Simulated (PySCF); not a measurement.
Isomers of C4H9NOSi, one GFN2-xTB conformer each. Single-point energies are computed at PBE0/pcSseg-1 (PySCF, gas phase, no added dispersion term), electronic only.

Question: Rank them by PBE0/pcSseg-1 energy, lowest first (kcal/mol).
A. `[NH2:1][C:2](=[O:3])[CH2:4]/[CH:5]=[CH:6]\[SiH3:7]` with H–N1–C2–O3 2° and 177°, N1–C2–C4–C5 62°, C2–C4–C5–C6 -110°
B. `[CH2:1]=[CH:2][CH2:3][NH:4][SiH2:5][CH:6]=[O:7]` with C1–C2–C3–N4 -2°, C2–C3–N4–Si5 88°, C3–N4–Si5–C6 178°, N4–Si5–C6–O7 174°
C. `[CH3:1][C:2](=[O:3])[C@@H:4]1[CH2:5][NH:6][SiH2:7]1` with C1–C2–C4–C5 -166°
D. `[CH2:1]=[C:2]([SiH3:3])[CH2:4][NH:5][CH:6]=[O:7]` with C1–C2–C4–N5 122°, C2–C4–N5–C6 103°, C4–N5–C6–O7 3°
E. `[CH2:1]=[C:2]([SiH2:3][NH2:4])[C:5]([CH3:6])=[O:7]` with C1–C2–Si3–N4 -7°, C2–Si3–N4–H 171° and -55°, C1–C2–C5–C6 16°
F. `[O:1]=[C:2]([SiH3:3])[CH:4]1[CH2:5][NH:6][CH2:7]1` with O1–C2–C4–C5 -9°, C2–C4–C5–N6 -122°, C4–C5–N6–C7 9°, C5–N6–C7–C4 -9°, C2–C4–C7–N6 127°

Answer: E (0.0), C (3.8), A (7.2), D (14.9), B (28.6), F (41.9).

As drawn, the lowest has a C=C bond outside aromatic rings, which the highest lacks; the highest has a four-membered ring, which the lowest lacks. GFN2-xTB itself gives, in the same order: 15.5, 0.0, 15.6, 19.3, 33.1, 31.6. GFN2-xTB puts CC(=O)[C@@H]1CN[SiH2]1 lowest instead; measured from each level's own lowest isomer, the values differ by up to 15.5 kcal/mol (C=C([SiH2]N)C(C)=O: 15.5 against 0.0).

Question: Which frontier levels, dipoles and rotational constants go with these structures?

Answer: 
| SMILES | HOMO (eV, PBE0/pcSseg-1) | LUMO (eV) | dipole (D) | A, B, C (MHz) |
| --- | --- | --- | --- | --- |
| C=C([SiH2]N)C(C)=O | -7.22 | -1.74 | 3.34 | 4150, 1424, 1091 |
| CC(=O)[C@@H]1CN[SiH2]1 | -6.77 | -0.48 | 2.44 | 3879, 1629, 1385 |
| NC(=O)C/C=C\[SiH3] | -7.25 | -0.85 | 3.23 | 4679, 1072, 982.3 |
| C=C([SiH3])CNC=O | -7.50 | -0.44 | 3.79 | 3238, 1531, 1155 |
| C=CCN[SiH2]C=O | -6.90 | -1.44 | 3.44 | 5485, 945.5, 885.8 |
| O=C([SiH3])C1CNC1 | -6.56 | -1.23 | 1.68 | 4318, 1372, 1144 |

Question: As an exercise, what shares would exp(−E/RT) give at 2000 K from these electronic energies alone (no entropy, no degeneracies)?

Answer: RT = 3.974 kcal/mol: C=C([SiH2]N)C(C)=O 63.5 %, CC(=O)[C@@H]1CN[SiH2]1 24.5 %, NC(=O)C/C=C\[SiH3] 10.5 %, C=C([SiH3])CNC=O 1.5 %, C=CCN[SiH2]C=O under 0.1 %, O=C([SiH3])C1CNC1 under 0.1 %.
